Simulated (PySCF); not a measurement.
Point-charge models of `CC#C[SiH]1OCCCO1` against its computed dipole.

Coordinates (GFN2-xTB, Å) and charges (e) from the PBE0/pcSseg-1 density (PySCF):

```csv
atom,x,y,z,Mulliken,IAO,Hirshfeld,ESP-fitted
C1,4.229,0.234,-0.349,-0.1599,-0.4403,-0.0916,-0.5716
C2,2.862,-0.157,-0.089,-0.0947,+0.0189,-0.0168,+0.3462
C3,1.719,-0.471,0.120,-0.4191,-0.4064,-0.1878,-0.6366
Si4,0.006,-1.044,0.473,+1.0565,+1.3376,+0.4673,+1.0458
O5,-0.651,-0.048,1.593,-0.6314,-0.6511,-0.2355,-0.5340
C6,-1.940,0.476,1.443,+0.0953,-0.0449,+0.0087,+0.2279
C7,-2.240,0.868,0.000,-0.3295,-0.2983,-0.0808,-0.1789
C8,-2.144,-0.347,-0.918,+0.0956,-0.0449,+0.0088,+0.1786
O9,-0.869,-0.923,-0.905,-0.6314,-0.6509,-0.2355,-0.5253
H10,4.365,0.425,-1.414,+0.1550,+0.1766,+0.0648,+0.1920
H11,4.471,1.140,0.206,+0.1549,+0.1765,+0.0647,+0.1920
H12,4.907,-0.562,-0.042,+0.1539,+0.1759,+0.0642,+0.1826
H13,-0.066,-2.419,0.963,-0.1489,-0.1737,-0.0848,-0.1735
H14,-2.003,1.353,2.097,+0.1218,+0.1473,+0.0453,+0.0328
H15,-2.675,-0.265,1.785,+0.0984,+0.1196,+0.0346,+0.0110
H16,-3.239,1.300,-0.064,+0.1260,+0.1465,+0.0517,+0.0329
H17,-1.504,1.607,-0.321,+0.1373,+0.1447,+0.0433,+0.1054
H18,-2.884,-1.099,-0.612,+0.0984,+0.1197,+0.0345,+0.0235
H19,-2.353,-0.059,-1.954,+0.1218,+0.1472,+0.0453,+0.0492
```

Q: Form Σ q r in debye for every column and set it beside the full dipole.

A: The full density gives (-0.33, 1.28, -0.43) D, 1.39 D in size; dipole vectors point from the negative to the positive end.

```csv
scheme,μx,μy,μz,size (D),share of the full size (%),angle to the full dipole (°)
Mulliken,0.43,1.61,-0.61,1.78,128,28
IAO,-1.06,0.50,-0.09,1.18,85,51
Hirshfeld,0.09,0.77,-0.28,0.83,60,20
ESP-fitted,-0.35,1.27,-0.43,1.39,100,1
```

Q: Which set comes closest?

A: Length of the difference vector: ESP-fitted 0.03 D, Hirshfeld 0.67 D, Mulliken 0.85 D, IAO 1.12 D. Closest: ESP-fitted. 

Q: What is left for the Hirshfeld atoms' own dipoles?

A: The shares of the density sum to the whole, so what Σ q r misses lies in dipoles about the nuclei. The atomic dipoles sum to (-0.33, 1.28, -0.43) − (0.09, 0.77, -0.28) = (-0.42, 0.51, -0.15) D, 0.67 D in size.

Q: With the origin at the mean of the coordinates, (-0.001, 0.000, 0.106) Å, which are the largest single terms, by size, of the Hirshfeld dipole along the direction of the full one?

A: Si4 -2.42, H13 +1.01, C3 +0.76, C7 -0.53, H12 -0.51 D; all 19 atoms together +0.78 D. The single terms depend on the origin, their sum doesn't.

Q: Give the size of the full dipole in other units.

A: 1.39 D = 0.545 au = 0.288 e·Å = 4.62 × 10⁻³⁰ C·m.

Isolated species at its GFN2-xTB geometry (one conformer only). GFN2-xTB frequencies show an imaginary mode (21i cm⁻¹), so this geometry is no minimum at that level.
